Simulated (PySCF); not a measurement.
Compound: C₆H₉F.
Cartesian coordinates in Å at the PBE0-D3(BJ)/def2-SVP level; atoms count from 1:
```
atom  x, y, z in Å
C1     3.2472    0.0434   -0.0692
C2     2.0012    0.4064    0.0922
C3     0.7551    0.7725    0.2701
C4    -0.2297    0.0561    1.1509
C5    -1.2562   -0.7577    0.3713
C6    -2.1421    0.0561   -0.5415
F7    -2.0550   -1.4124    1.2922
H8     4.0429    0.4352    0.5738
H9     3.5362   -0.6638   -0.8546
H10    0.4011    1.6571   -0.2763
H11   -0.7765    0.7851    1.7732
H12    0.2964   -0.6271    1.8337
H13   -0.7264   -1.5329   -0.2121
H14   -2.9021   -0.5900   -1.0035
H15   -1.5547    0.5245   -1.3447
H16   -2.6580    0.8471    0.0249
```

Method: core-valence-separated Tamm–Dancoff BHandHLYP/aug-pcX-1 (pcseg-1 on H) in PySCF, non-relativistic, gas phase, PBE0-D3(BJ)/def2-SVP geometry. No empirical shift is added; at this level the pattern usually sits a few eV under experiment.

**Question.** What does the F 1s absorption edge look like?

**Answer.** 
```
E (eV)       f  core hole on  main final orbital
685.52  0.0310            F7              spread
686.27  0.0046            F7              spread
686.88  0.0018            F7       LUMO+1 (40 %)
687.00  0.0021            F7       LUMO+4 (31 %)
687.13  0.0011            F7         LUMO (52 %)
687.57  0.0006            F7       LUMO+3 (44 %)
687.71  0.0021            F7              spread
```

The first line with a tenth or more of the strongest one's intensity is at 685.52 eV (f = 0.031), with the hole on F7 (alkyl fluorine). It is also the strongest listed.

**Question.** List the carbon K-edge absorption lines.

**Answer.** 
```json
{"E (eV)": "283.09", "f": "0.0654", "core hole on": "C2", "main final orbital": "spread", "polarisation": "–"}
{"E (eV)": "283.20", "f": "0.0563", "core hole on": "C1", "main final orbital": "spread", "polarisation": "normal to the local trigonal plane"}
{"E (eV)": "283.24", "f": "0.0638", "core hole on": "C2", "main final orbital": "LUMO+5 (30 %)", "polarisation": "–"}
{"E (eV)": "283.41", "f": "0.0583", "core hole on": "C3", "main final orbital": "LUMO+5 (33 %)", "polarisation": "normal to the local trigonal plane"}
{"E (eV)": "285.42", "f": "0.0083", "core hole on": "C1", "main final orbital": "LUMO+2 (38 %)", "polarisation": "in the local trigonal plane"}
{"E (eV)": "285.47", "f": "0.0076", "core hole on": "C3", "main final orbital": "LUMO (38 %)", "polarisation": "in the local trigonal plane"}
{"E (eV)": "285.47", "f": "0.0097", "core hole on": "C6", "main final orbital": "LUMO (40 %)", "polarisation": "–"}
{"E (eV)": "285.89", "f": "0.0047", "core hole on": "C1", "main final orbital": "LUMO+1 (45 %)", "polarisation": "in the local trigonal plane"}
{"E (eV)": "285.91", "f": "0.0115", "core hole on": "C4", "main final orbital": "spread", "polarisation": "–"}
{"E (eV)": "286.14", "f": "0.0263", "core hole on": "C6", "main final orbital": "spread", "polarisation": "–"}
{"E (eV)": "286.19", "f": "0.0057", "core hole on": "C4", "main final orbital": "LUMO+2 (40 %)", "polarisation": "–"}
{"E (eV)": "286.26", "f": "0.0308", "core hole on": "C6", "main final orbital": "spread", "polarisation": "–"}
{"E (eV)": "286.45", "f": "0.0201", "core hole on": "C4", "main final orbital": "spread", "polarisation": "–"}
{"E (eV)": "286.53", "f": "0.0215", "core hole on": "C4", "main final orbital": "spread", "polarisation": "–"}
{"E (eV)": "286.55", "f": "0.0086", "core hole on": "C3", "main final orbital": "spread", "polarisation": "in the local trigonal plane"}
{"E (eV)": "286.75", "f": "0.0001", "core hole on": "C2", "main final orbital": "LUMO (60 %)", "polarisation": "–"}
{"E (eV)": "286.84", "f": "0.0020", "core hole on": "C6", "main final orbital": "LUMO+3 (52 %)", "polarisation": "–"}
{"E (eV)": "286.97", "f": "0.0009", "core hole on": "C6", "main final orbital": "LUMO+2 (39 %)", "polarisation": "–"}
{"E (eV)": "287.12", "f": "0.0164", "core hole on": "C1", "main final orbital": "spread", "polarisation": "in the local trigonal plane"}
{"E (eV)": "287.17", "f": "0.0017", "core hole on": "C4", "main final orbital": "LUMO (40 %)", "polarisation": "–"}
{"E (eV)": "287.19", "f": "0.0067", "core hole on": "C3", "main final orbital": "LUMO+1 (43 %)", "polarisation": "in the local trigonal plane"}
{"E (eV)": "287.23", "f": "0.0617", "core hole on": "C5", "main final orbital": "spread", "polarisation": "–"}
{"E (eV)": "287.26", "f": "0.0021", "core hole on": "C6", "main final orbital": "LUMO+1 (33 %)", "polarisation": "–"}
{"E (eV)": "287.28", "f": "0.0056", "core hole on": "C1", "main final orbital": "spread", "polarisation": "mixed"}
{"E (eV)": "287.36", "f": "0.0069", "core hole on": "C6", "main final orbital": "spread", "polarisation": "–"}
{"E (eV)": "287.37", "f": "0.0053", "core hole on": "C1", "main final orbital": "spread", "polarisation": "mixed"}
```

The first line with a tenth or more of the strongest one's intensity is at 283.09 eV (f = 0.065), with the hole on C2 (central carbon of cumulated double bonds). It is also the strongest listed.

Roots within 0.03 eV whose holes lie on the same, on equivalent or on shared atoms are summed into one line, and the highest roots are left out, as the search may have cut off their partners. Final orbitals are the ground state's empty Kohn–Sham orbitals. A dash: too weak, shared between unlike atoms, or no plane or axis to refer to.

**Question.** What are the wavelength and the wavenumber of the 686.27 eV line?

**Answer.** λ = 12398.42 eV Å/686.27 eV = 18.066 Å; 5.5351 × 10⁶ cm⁻¹.

The list ends where the root search ended, not at a threshold.

One conformer stands for the species.
